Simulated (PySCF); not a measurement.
Dipole response of Ag⁻ (silver, charge -1)

[Kr] 4d10 5s2, closed-shell 1S. Calculation: PySCF 2.14, in aug-cc-pVDZ-PP with ECP28MDF; a scalar-relativistic core potential. Coupled (time-dependent) response in atomic units; α is the mean over directions. A double-zeta set is small for polarisabilities.

```
method  mean α (bohr³)  C₆ (like pair)   S(−4)
   UHF           397.1            7758  104000
```

S(−4) is the Cauchy moment in α(ω) = α(0) + S(−4) ω² + …

α(iu) at UHF:

```json
{"u (hartree)": "0", "α(iu) (bohr³)": "397.1"}
{"u (hartree)": "0.0500", "α(iu) (bohr³)": "243.8"}
{"u (hartree)": "0.100", "α(iu) (bohr³)": "120.3"}
{"u (hartree)": "0.200", "α(iu) (bohr³)": "46.25"}
{"u (hartree)": "0.300", "α(iu) (bohr³)": "25.81"}
{"u (hartree)": "0.500", "α(iu) (bohr³)": "12.85"}
{"u (hartree)": "0.750", "α(iu) (bohr³)": "7.811"}
{"u (hartree)": "1.00", "α(iu) (bohr³)": "5.641"}
{"u (hartree)": "1.50", "α(iu) (bohr³)": "3.576"}
{"u (hartree)": "2.00", "α(iu) (bohr³)": "2.515"}
{"u (hartree)": "3.00", "α(iu) (bohr³)": "1.426"}
{"u (hartree)": "5.00", "α(iu) (bohr³)": "0.6219"}
```

A single London oscillator, α(iu) = α/(1 + u²/ω²), gives C₆ = (3/4) ω α². Matching the computed C₆ needs ω = 4 × 7758 / (3 × 397.1²) = 0.0656 hartree.

For an ion, C₆ is the dispersion term alone; charge-induced terms of lower order in 1/R come first.

Energies and moments cover only the electrons outside the core potential.
